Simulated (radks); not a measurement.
Values are calculated unless marked as measured or tabulated.
Charge is removed step by step from the 3d level of Ti3+, starting from [Ar] 3d1. Level of theory: scalar-relativistic Kohn-Sham, PBE, spin-unpolarised, spherical densities, finite nucleus; Fermi nuclear charge, rms radius 3.5921 fm (a radial shooting solver on a logarithmic mesh with Libxc functionals).

removed (e)	E - E(0) (eV)	eigenvalue (eV)	E minus straight line (eV)
0	0.000	-34.691	0.000
0.1	3.551	-36.342	-0.777
0.2	7.269	-38.017	-1.388
0.3	11.156	-39.717	-1.830
0.4	15.214	-41.441	-2.101
0.5	19.445	-43.189	-2.198
0.6	23.852	-44.959	-2.119
0.7	28.438	-46.752	-1.862
0.8	33.203	-48.568	-1.425
0.9	38.152	-50.406	-0.805
1	43.285	-52.265	0.000

Removing the whole electron costs 43.285 eV by Delta-SCF, against 34.691 eV from minus the eigenvalue at the starting occupation. Slater's transition state (half an electron removed) gives 43.189 eV. Integrating minus the eigenvalue over the occupation (Janak's theorem) gives 43.285 eV. In this scalar-relativistic scheme the density is built from large components alone, so the theorem holds only approximately. The mean slope of the eigenvalue, de/dn, is 17.6 eV per electron. Ionisation energy of Ti3+ in the NIST Atomic Spectra Database: 43.267 eV (measured).

Beside tabulated values, note that spin-unpolarised runs miss the spin-polarisation part of the exchange energy of open shells.
